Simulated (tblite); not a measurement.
Species: H8O4Si4.
Numbering: `[SiH3:1][O:2][SiH:3]1[O:4][SiH2:5][O:6][SiH2:7][O:8]1` (hydrogens: H9, H10, H11 on Si1; H12 on Si3; H13, H14 on Si5; H15, H16 on Si7)

Computed with GFN2-xTB (tblite), gas phase: L-BFGS steps from a force-field or distance-geometry start until the largest atomic force falls under 0.01 eV/Å.

Step 7: E = -754.4034 eV
```
atom  x, y, z in Å  |  force x, y, z in eV/Å
Si1     3.2785    0.5166   -0.2442   -0.026  -0.072   0.021
O2      1.6707    0.7546   -0.2621   -0.011   0.114  -0.190
Si3     0.3160    0.3789    0.5054   -0.229   0.251  -0.175
O4     -0.9010    1.3617    0.0311    0.250  -0.454   0.040
Si5    -2.4540    0.9556   -0.2441    0.112   0.027  -0.103
O6     -2.6068   -0.6608   -0.3496    0.147   0.064   0.054
Si7    -1.5168   -1.8309   -0.0680    0.010   0.057   0.154
O8     -0.0562   -1.1695    0.2176   -0.150   0.052  -0.030
H9      3.7998    0.9880    1.0344   -0.021   0.007   0.097
H10     3.8100    1.3102   -1.3408   -0.099   0.093  -0.126
H11     3.5313   -0.9066   -0.4255    0.025  -0.093   0.010
H12     0.5161    0.5702    1.9140   -0.069  -0.001   0.395
H13    -3.2671    1.3597    0.8810   -0.015   0.059   0.218
H14    -2.8037    1.5111   -1.5318    0.030   0.020  -0.175
H15    -1.3820   -2.6130   -1.2669    0.042  -0.116  -0.299
H16    -1.9423   -2.5167    1.1379    0.002  -0.008   0.111
```

Step 8: E = -754.4183 eV
```
atom  x, y, z in Å  |  force x, y, z in eV/Å
Si1     3.2736    0.5113   -0.2418   -0.023  -0.013  -0.018
O2      1.6663    0.7493   -0.2653   -0.034   0.112  -0.154
Si3     0.3099    0.3790    0.5019    0.088   0.057   0.084
O4     -0.8898    1.3612    0.0248    0.010  -0.308  -0.039
Si5    -2.4439    0.9545   -0.2451   -0.027   0.073  -0.049
O6     -2.6083   -0.6599   -0.3459    0.177   0.076   0.058
Si7    -1.5148   -1.8269   -0.0644    0.006  -0.083  -0.008
O8     -0.0515   -1.1748    0.2144   -0.135   0.162   0.004
H9      3.7897    0.9894    1.0387   -0.023  -0.015   0.057
H10     3.7834    1.3165   -1.3447   -0.080   0.042  -0.069
H11     3.5261   -0.9125   -0.4250    0.036  -0.068   0.015
H12     0.5064    0.5691    1.9210   -0.090  -0.031   0.195
H13    -3.2533    1.3513    0.8938    0.061   0.054   0.092
H14    -2.7862    1.5002   -1.5410    0.026   0.025  -0.117
H15    -1.3748   -2.5967   -1.2805    0.006  -0.054  -0.134
H16    -1.9404   -2.5021    1.1477    0.003  -0.028   0.082
```

Step 9: E = -754.4265 eV
```
atom  x, y, z in Å  |  force x, y, z in eV/Å
Si1     3.2716    0.5090   -0.2413   -0.026   0.018  -0.036
O2      1.6640    0.7502   -0.2704   -0.038   0.091  -0.103
Si3     0.3093    0.3805    0.5023    0.255  -0.071   0.214
O4     -0.8850    1.3550    0.0216   -0.126  -0.140  -0.087
Si5    -2.4408    0.9556   -0.2466   -0.093   0.076  -0.015
O6     -2.6059   -0.6581   -0.3436    0.154   0.060   0.050
Si7    -1.5138   -1.8272   -0.0631    0.000  -0.137  -0.085
O8     -0.0521   -1.1740    0.2133   -0.091   0.169   0.027
H9      3.7857    0.9897    1.0419   -0.035  -0.034   0.013
H10     3.7720    1.3199   -1.3479   -0.076   0.005  -0.025
H11     3.5250   -0.9165   -0.4245    0.032  -0.030   0.021
H12     0.5011    0.5681    1.9288   -0.091  -0.045   0.063
H13    -3.2474    1.3496    0.9011    0.107   0.046   0.009
H14    -2.7795    1.4971   -1.5475    0.030   0.019  -0.066
H15    -1.3720   -2.5923   -1.2890   -0.013  -0.004  -0.021
H16    -1.9398   -2.4977    1.1535    0.012  -0.024   0.041
```

Step 10: E = -754.4344 eV
```
atom  x, y, z in Å  |  force x, y, z in eV/Å
Si1     3.2694    0.5074   -0.2416   -0.025   0.037  -0.047
O2      1.6616    0.7539   -0.2780   -0.031   0.060  -0.032
Si3     0.3130    0.3817    0.5064    0.274  -0.121   0.242
O4     -0.8822    1.3452    0.0175   -0.158   0.014  -0.091
Si5    -2.4400    0.9583   -0.2487   -0.110   0.050   0.007
O6     -2.6002   -0.6556   -0.3405    0.088   0.025   0.033
Si7    -1.5131   -1.8300   -0.0632   -0.004  -0.136  -0.113
O8     -0.0552   -1.1700    0.2129   -0.024   0.107   0.048
H9      3.7818    0.9892    1.0452   -0.052  -0.053  -0.038
H10     3.7614    1.3231   -1.3516   -0.068  -0.029   0.015
H11     3.5251   -0.9207   -0.4236    0.021   0.023   0.027
H12     0.4947    0.5664    1.9389   -0.074  -0.049  -0.035
H13    -3.2409    1.3499    0.9082    0.131   0.042  -0.058
H14    -2.7738    1.4955   -1.5551    0.030   0.011  -0.011
H15    -1.3700   -2.5901   -1.2977   -0.025   0.034   0.071
H16    -1.9391   -2.4952    1.1596    0.027  -0.015  -0.019
```

Question: Estimate the geometry and energy of step 11. (The exact step hangs on the optimiser's Hessian estimate; all steps are aligned on step 10, rigid shifts and turns removed.)

Answer: E = -754.4393 eV, largest force 0.217 eV/Å
```
atom  x, y, z in Å  |  force x, y, z in eV/Å
Si1     3.2671    0.5066   -0.2426   -0.022   0.035  -0.046
O2      1.6596    0.7572   -0.2836   -0.022   0.038   0.018
Si3     0.3184    0.3814    0.5123    0.138  -0.072   0.151
O4     -0.8815    1.3375    0.0135   -0.075   0.066  -0.048
Si5    -2.4408    0.9609   -0.2503   -0.062   0.013   0.004
O6     -2.5943   -0.6536   -0.3376    0.013  -0.010   0.012
Si7    -1.5127   -1.8334   -0.0646    0.007  -0.077  -0.079
O8     -0.0582   -1.1657    0.2133    0.025   0.016   0.059
H9      3.7778    0.9879    1.0467   -0.057  -0.060  -0.061
H10     3.7521    1.3249   -1.3540   -0.053  -0.038   0.024
H11     3.5253   -0.9230   -0.4224    0.012   0.055   0.029
H12     0.4889    0.5643    1.9458   -0.047  -0.041  -0.042
H13    -3.2338    1.3508    0.9124    0.113   0.050  -0.070
H14    -2.7689    1.4943   -1.5606    0.019   0.009   0.014
H15    -1.3688   -2.5878   -1.3030   -0.026   0.031   0.090
H16    -1.9379   -2.4933    1.1633    0.036  -0.016  -0.056
```

The energy changes by -0.0049 eV. The first-order estimate −F·Δx gives -0.0072 eV and the mean of the old and new forces, exact on a quadratic surface, -0.0048 eV. The step makes an angle of 60° with the force vector and moves no atom by more than 0.010 Å.

What follows is the cost of the whole relaxation. On one thread, Arm Neoverse N1 (aarch64), shared host with 64 logical CPUs at a one-minute load of 60, this took 2.7 s of wall time.
